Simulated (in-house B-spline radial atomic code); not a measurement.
How numerical settings move a run on Cl, [Ne] 3s2 3p5. Computed with a B-spline radial code for spherical atoms: non-relativistic LDA VWN5, spin-polarised, spherical fractional occupations, point nucleus.

Command:
```bash
python run_scf.py task.json out
```
Settings of the sound reference run:
```
Z                17
electrons        17
configuration    [Ne] 3s2 3p5
hamiltonian      nr
method           lda,vwn
spin_polarised   True
knot_spacing     0.22
spline_order     8
gauss_points     12
box_radius       50
max_iterations   70
damping          0.5
damped_steps     3
diis_vectors     10
tolerance        1e-08
start            Thomas-Fermi
```

Run time, properties included: 0.15 s on 1 thread of Intel(R) Xeon(R) 6975P-C (shared host).

It converges in 9 iterations to -458.671463 hartree, with 3p down at -8.28943 eV. The other runs change the listed settings, some to values that make no sense; their results aren't properties of the atom or ion. Radii are in bohr (the nuclear one in fm), a minus after a letter asks for a j subshell, and «unchanged» means within 1e-8 hartree. The run stops when the residual is below 10 × tolerance × max(1, Z/10), or a noise floor if that is larger, and the energy moves by less than 1e-8 × √|E| hartree; so very loose and very tight tolerances often act alike.

| changed settings | outcome |
| --- | --- |
| box_radius = 10 | converged in 9 iterations, energy +9.05e-06 hartree from the reference, 3p down level +1.0e-03 eV (the program warns: 3p down reaches the box edge; 3p up reaches the box edge) |
| damped_steps = 1 | converged in 9 iterations, energy unchanged, 3p down level +4.8e-07 eV |
| electrons = 25, configuration = [Ne] 3s2 3p5 5s2 5p6, max_iterations = 60 | converged in 11 iterations to -457.9067 hartree, a different physical problem (warning: 5s up has a positive eigenvalue: unbound, held by the box) |
| box_radius = 3 | converged in 8 iterations, energy +9.38e-01 hartree from the reference, 3p down level +1.2e+01 eV (the program warns: 3p down has a positive eigenvalue: unbound, held by the box; 3p up has a positive eigenvalue: unbound, held by the box) |
| spline_order = 7, max_iterations = 8, damped_steps = 8, tolerance = 1e-06 | not converged after 8 iterations, last residual 3.0e-04, last energy +2.62e-06 hartree from the reference |
| box_radius = 7.5 | converged in 9 iterations, energy +5.07e-04 hartree from the reference, 3p down level +3.4e-02 eV (the program warns: 3p down reaches the box edge; 3s up reaches the box edge) |
| electrons = 18, configuration = [Ne] 3s2 3p5 4s-1, max_iterations = 100 | stopped with error: j subshells need the Dirac Hamiltonian and l > 0 |
| knot_spacing = 1.4 | converged in 9 iterations, energy +1.69e+01 hartree from the reference, 3p down level -1.1e+00 eV |
| knot_spacing = 1 | converged in 10 iterations, energy +1.17e+00 hartree from the reference, 3p down level -1.1e-01 eV |
| box_radius = 200 | converged in 9 iterations, energy unchanged |
| knot_spacing = 0.1, max_iterations = 100, damped_steps = 1, diis_vectors = 4 | converged in 9 iterations, energy unchanged, 3p down level +6.5e-07 eV |
| damped_steps = 8 | converged in 13 iterations, energy unchanged, 3p down level +5.1e-06 eV |
| knot_spacing = 0.75 | converged in 10 iterations, energy +2.28e-01 hartree from the reference, 3p down level -1.2e-02 eV |
| hamiltonian = dirac, method = scan,scan, spin_polarised = False, nucleus = fermi, rms_radius = 3.3654, mass_number = 35, atomic_mass = 34.96885, speed_of_light = 137.036 | stopped with error: meta-GGAs are not served with the Dirac Hamiltonian |
| knot_spacing = 0.55 | converged in 10 iterations, energy +4.29e-03 hartree from the reference, 3p down level -4.5e-04 eV |
| damped_steps = 0 | converged in 8 iterations, energy unchanged, 3p down level +1.8e-06 eV |
| box_radius = 5 | converged in 9 iterations, energy +2.91e-02 hartree from the reference, 3p down level +9.0e-01 eV (the program warns: 3p down reaches the box edge; 3s up reaches the box edge) |

Q: What happens with knot_spacing = 2, box_radius = 25, max_iterations = 100, damped_steps = 1, diis_vectors = 4?

A: Converged in 9 iterations, energy +2.81e+01 hartree from the reference, 3p down level -1.5e+00 eV (the program warns: 3p down reaches the box edge; 1s up reaches the box edge).

Q: What happens with max_iterations = 50, damped_steps = 30, start = bare nucleus?

A: Converged in 21 iterations, energy unchanged, 3p down level +2.0e-06 eV.

Q: What happens with knot_spacing = 2?

A: Converged in 10 iterations, energy +3.08e+01 hartree from the reference, 3p down level -2.2e+00 eV.

Q: What happens with box_radius = 2?

A: Converged in 8 iterations, energy +6.90e+00 hartree from the reference, 3p down level +5.2e+01 eV (the program warns: 3p down has a positive eigenvalue: unbound, held by the box; 3s up has a positive eigenvalue: unbound, held by the box).
